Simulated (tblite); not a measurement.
A geometry optimisation, step by step.

Species: C7H3FNO (doublet state).
Numbering: `[F:1][c:2]1[n:3][o:4][c:5]2[c:6][cH:7][cH:8][cH:9][c:10]12` (hydrogens: H11 on C7; H12 on C8; H13 on C9)
Bond orders are those of one Lewis drawing.

Computed with GFN2-xTB (tblite), gas phase: L-BFGS steps from a force-field or distance-geometry start until the largest atomic force falls under 0.01 eV/Å. 10 of its 21 geometries are shown.

Step 0: E = -764.0530 eV, largest atomic force 3.624 eV/Å
```
atom  x, y, z in Å  |  force x, y, z in eV/Å
F1      2.553    1.768   -0.223   -0.029  -1.390   0.132
C2      2.027    0.533   -0.090    2.587  -1.675   0.310
N3      2.691   -0.659    0.046    0.499   3.549  -0.535
O4      1.790   -1.606    0.149    0.407  -1.315   0.244
C5      0.581   -1.098    0.120   -1.851  -1.836   0.108
C6     -0.676   -1.700    0.189    0.253   1.324  -0.124
C7     -1.787   -0.895    0.111    0.036  -2.128   0.270
C8     -1.692    0.475   -0.032    0.007   1.418  -0.205
C9     -0.442    1.062   -0.113   -1.709   1.526  -0.082
C10     0.674    0.271   -0.034   -1.017   1.421  -0.181
H11    -2.750   -1.397    0.178    0.067   0.308  -0.048
H12    -2.609    1.089   -0.094    0.676  -0.473   0.060
H13    -0.365    2.157   -0.225    0.074  -0.728   0.051
```

Step 2: E = -764.4239 eV, largest atomic force 0.662 eV/Å
```
atom  x, y, z in Å  |  force x, y, z in eV/Å
F1      2.556    1.734   -0.220    0.381  -0.540   0.044
C2      2.059    0.513   -0.085   -0.334  -0.271   0.114
N3      2.710   -0.607    0.037    0.313   0.138  -0.085
O4      1.802   -1.623    0.153    0.441   0.317   0.021
C5      0.563   -1.116    0.120    0.110   0.128  -0.083
C6     -0.678   -1.684    0.188    0.158   0.035   0.008
C7     -1.789   -0.918    0.115   -0.237   0.114   0.014
C8     -1.698    0.486   -0.034   -0.046  -0.153  -0.011
C9     -0.471    1.091   -0.114   -0.315  -0.154   0.053
C10     0.656    0.289   -0.037   -0.208   0.078  -0.031
H11    -2.752   -1.392    0.177   -0.211   0.063  -0.013
H12    -2.598    1.080   -0.092   -0.042  -0.108   0.020
H13    -0.364    2.149   -0.225   -0.009   0.353  -0.052
```

Step 4: E = -764.4632 eV, largest atomic force 0.365 eV/Å
```
atom  x, y, z in Å  |  force x, y, z in eV/Å
F1      2.577    1.701   -0.217    0.365   0.000  -0.004
C2      2.048    0.504   -0.079    0.064   0.019   0.000
N3      2.726   -0.596    0.032   -0.205   0.044   0.001
O4      1.823   -1.611    0.155    0.009  -0.006  -0.002
C5      0.572   -1.111    0.115   -0.041  -0.130   0.005
C6     -0.676   -1.679    0.188    0.223   0.080  -0.006
C7     -1.796   -0.919    0.116   -0.029  -0.161   0.020
C8     -1.707    0.478   -0.035    0.110   0.127  -0.015
C9     -0.485    1.095   -0.113   -0.085  -0.039   0.007
C10     0.644    0.293   -0.038    0.050   0.017   0.000
H11    -2.764   -1.388    0.176   -0.099   0.035  -0.004
H12    -2.599    1.073   -0.091   -0.248  -0.017   0.007
H13    -0.365    2.161   -0.227   -0.114   0.031  -0.007
```

Step 7: E = -764.4805 eV, largest atomic force 0.200 eV/Å
```
atom  x, y, z in Å  |  force x, y, z in eV/Å
F1      2.628    1.685   -0.216    0.122   0.031   0.001
C2      2.048    0.509   -0.078    0.113   0.064  -0.032
N3      2.720   -0.592    0.031    0.089  -0.087   0.032
O4      1.831   -1.609    0.155   -0.149  -0.030  -0.020
C5      0.578   -1.112    0.113   -0.009   0.178   0.003
C6     -0.666   -1.674    0.188   -0.182  -0.082   0.007
C7     -1.798   -0.928    0.118    0.008   0.154  -0.024
C8     -1.714    0.478   -0.035   -0.069  -0.107   0.023
C9     -0.493    1.097   -0.112   -0.006  -0.023  -0.010
C10     0.643    0.298   -0.039    0.042   0.086  -0.004
H11    -2.778   -1.383    0.175    0.121   0.001   0.002
H12    -2.622    1.063   -0.090    0.017  -0.112   0.011
H13    -0.380    2.167   -0.228   -0.097  -0.074   0.009
```

Step 9: E = -764.4887 eV, largest atomic force 0.144 eV/Å
```
atom  x, y, z in Å  |  force x, y, z in eV/Å
F1      2.668    1.679   -0.215   -0.045  -0.079   0.014
C2      2.058    0.516   -0.080    0.069  -0.122   0.009
N3      2.719   -0.595    0.033    0.059  -0.042   0.004
O4      1.824   -1.609    0.154   -0.066   0.109  -0.014
C5      0.576   -1.104    0.113   -0.063   0.130  -0.003
C6     -0.668   -1.673    0.188   -0.052   0.049  -0.011
C7     -1.799   -0.927    0.118   -0.020   0.017  -0.003
C8     -1.720    0.476   -0.035    0.049  -0.028   0.006
C9     -0.498    1.096   -0.113   -0.017  -0.009  -0.004
C10     0.648    0.308   -0.040    0.003   0.087  -0.013
H11    -2.778   -1.380    0.175    0.069  -0.048   0.007
H12    -2.636    1.050   -0.088    0.083  -0.071   0.007
H13    -0.397    2.164   -0.228   -0.068   0.006   0.000
```

Step 11: E = -764.4923 eV, largest atomic force 0.090 eV/Å
```
atom  x, y, z in Å  |  force x, y, z in eV/Å
F1      2.681    1.673   -0.214   -0.032  -0.041   0.008
C2      2.066    0.513   -0.080   -0.004  -0.068   0.015
N3      2.721   -0.600    0.034   -0.056  -0.013  -0.010
O4      1.817   -1.605    0.153   -0.022   0.000   0.011
C5      0.571   -1.094    0.112    0.014   0.018  -0.007
C6     -0.670   -1.671    0.188    0.066   0.061  -0.010
C7     -1.800   -0.926    0.117    0.000  -0.064   0.010
C8     -1.720    0.474   -0.034    0.068   0.017  -0.005
C9     -0.500    1.096   -0.113    0.023   0.041  -0.004
C10     0.651    0.316   -0.041    0.010   0.038  -0.009
H11    -2.775   -1.382    0.175   -0.039  -0.070   0.009
H12    -2.637    1.041   -0.087    0.024   0.008   0.001
H13    -0.408    2.164   -0.228   -0.052   0.073  -0.009
```

Step 13: E = -764.4939 eV, largest atomic force 0.070 eV/Å
```
atom  x, y, z in Å  |  force x, y, z in eV/Å
F1      2.685    1.668   -0.213    0.019   0.023   0.000
C2      2.068    0.510   -0.079   -0.013   0.015   0.001
N3      2.720   -0.604    0.034   -0.035  -0.005  -0.004
O4      1.812   -1.604    0.153   -0.005  -0.068   0.014
C5      0.570   -1.087    0.112    0.039  -0.020  -0.005
C6     -0.668   -1.667    0.187    0.008  -0.019   0.002
C7     -1.801   -0.928    0.118    0.009  -0.005   0.002
C8     -1.717    0.472   -0.034    0.000  -0.011  -0.002
C9     -0.500    1.100   -0.114    0.006   0.045  -0.004
C10     0.653    0.322   -0.042    0.005  -0.006   0.000
H11    -2.775   -1.387    0.176   -0.012  -0.038   0.005
H12    -2.635    1.037   -0.086    0.010   0.032  -0.002
H13    -0.417    2.168   -0.229   -0.032   0.057  -0.008
```

Step 16: E = -764.4945 eV, largest atomic force 0.024 eV/Å
```
atom  x, y, z in Å  |  force x, y, z in eV/Å
F1      2.689    1.667   -0.213    0.005  -0.009   0.003
C2      2.069    0.510   -0.079    0.002   0.000  -0.001
N3      2.718   -0.606    0.034    0.011   0.002   0.002
O4      1.810   -1.606    0.154    0.004   0.017  -0.004
C5      0.570   -1.086    0.111   -0.014  -0.007   0.001
C6     -0.667   -1.666    0.187   -0.012  -0.011   0.001
C7     -1.801   -0.929    0.118    0.004   0.006  -0.001
C8     -1.716    0.472   -0.034   -0.001   0.007  -0.001
C9     -0.500    1.103   -0.114   -0.004  -0.010   0.000
C10     0.653    0.324   -0.042   -0.012  -0.004   0.000
H11    -2.774   -1.391    0.177    0.023  -0.005   0.002
H12    -2.634    1.038   -0.086    0.008   0.018  -0.001
H13    -0.422    2.173   -0.230   -0.014  -0.003  -0.001
```

Step 18: E = -764.4946 eV, largest atomic force 0.014 eV/Å
```
atom  x, y, z in Å  |  force x, y, z in eV/Å
F1      2.689    1.666   -0.213   -0.002  -0.010   0.003
C2      2.069    0.510   -0.079   -0.004  -0.003   0.001
N3      2.719   -0.606    0.034   -0.004   0.004   0.001
O4      1.810   -1.606    0.154    0.000   0.008  -0.002
C5      0.570   -1.087    0.111    0.000   0.003   0.000
C6     -0.667   -1.667    0.187    0.007   0.008  -0.001
C7     -1.801   -0.929    0.118    0.003  -0.002   0.000
C8     -1.717    0.472   -0.034    0.002   0.006   0.000
C9     -0.500    1.103   -0.114    0.002  -0.009   0.000
C10     0.653    0.323   -0.042    0.000   0.001  -0.001
H11    -2.773   -1.392    0.177    0.002  -0.003   0.002
H12    -2.633    1.039   -0.086    0.000   0.011   0.000
H13    -0.424    2.174   -0.230   -0.006  -0.013   0.000
```

Step 20: E = -764.4946 eV, largest atomic force 0.007 eV/Å
```
atom  x, y, z in Å  |  force x, y, z in eV/Å
F1      2.690    1.666   -0.213    0.000   0.002   0.001
C2      2.069    0.510   -0.079   -0.001   0.003   0.000
N3      2.719   -0.606    0.034   -0.002  -0.002   0.001
O4      1.810   -1.606    0.153    0.000  -0.007   0.000
C5      0.570   -1.087    0.111    0.007   0.002  -0.001
C6     -0.667   -1.667    0.187    0.003   0.006  -0.001
C7     -1.800   -0.929    0.118   -0.001   0.000   0.000
C8     -1.717    0.472   -0.034   -0.003  -0.002   0.000
C9     -0.500    1.103   -0.114   -0.001  -0.003  -0.001
C10     0.653    0.323   -0.042    0.001   0.002  -0.001
H11    -2.772   -1.393    0.177   -0.003  -0.002   0.001
H12    -2.633    1.040   -0.086    0.001   0.005   0.000
H13    -0.425    2.174   -0.230   -0.001  -0.005  -0.001
```

Question: Summarise the path.

Answer: The energy falls by 42.60 kJ/mol from step 0 to step 20; nine tenths of that is first reached at step 3. It falls at every step. The largest force goes from 3.624 to 0.007 eV/Å. Among the bonds C2–N3 changes most, from 1.371 to 1.296 Å; the atoms move by 0.065 Å rms after alignment.

Question: Follow the three bonds and two angles with the largest change from start to end.

Answer: 
```
step  E above end (kJ/mol)  largest force (eV/Å)  C2–N3 (Å)  C2–C10 (Å)  N3–O4 (Å)  F1–C2–N3 (°)  C2–C10–C9 (°)
   0                 42.60                 3.624      1.371       1.380      1.311         128.1          133.4
   1                 11.87                 1.263      1.291       1.423      1.364         129.2          135.7
   2                  6.82                 0.662      1.301       1.422      1.368         128.0          135.2
   3                  4.17                 0.444      1.301       1.420      1.368         126.1          135.6
   4                  3.03                 0.365      1.297       1.420      1.364         124.8          135.8
   5                  2.44                 0.328      1.295       1.420      1.360         124.0          135.9
   6                  1.88                 0.235      1.293       1.421      1.358         123.3          136.0
   7                  1.36                 0.200      1.294       1.422      1.357         122.6          136.1
   8                  0.91                 0.207      1.295       1.424      1.357         122.2          136.4
   9                  0.57                 0.144      1.297       1.427      1.358         121.9          136.8
  10                  0.36                 0.103      1.296       1.429      1.358         121.9          137.3
  11                  0.22                 0.090      1.297       1.429      1.358         121.9          137.7
  12                  0.13                 0.089      1.296       1.429      1.357         121.9          138.0
  13                  0.07                 0.070      1.296       1.428      1.356         121.9          138.2
  14                  0.03                 0.041      1.295       1.428      1.356         121.9          138.3
  15                  0.02                 0.034      1.296       1.428      1.356         121.9          138.3
  16                  0.01                 0.024      1.296       1.428      1.356         121.9          138.2
  17                  0.00                 0.019      1.296       1.429      1.356         121.9          138.2
  18                  0.00                 0.014      1.296       1.429      1.356         121.8          138.2
  19                  0.00                 0.011      1.296       1.428      1.356         121.8          138.2
  20                  0.00                 0.007      1.296       1.428      1.356         121.8          138.2
```

The cost below is that of the whole relaxation. Hardware: one thread of an Arm Neoverse V1, shared host. Cost: 0.14 s wall.
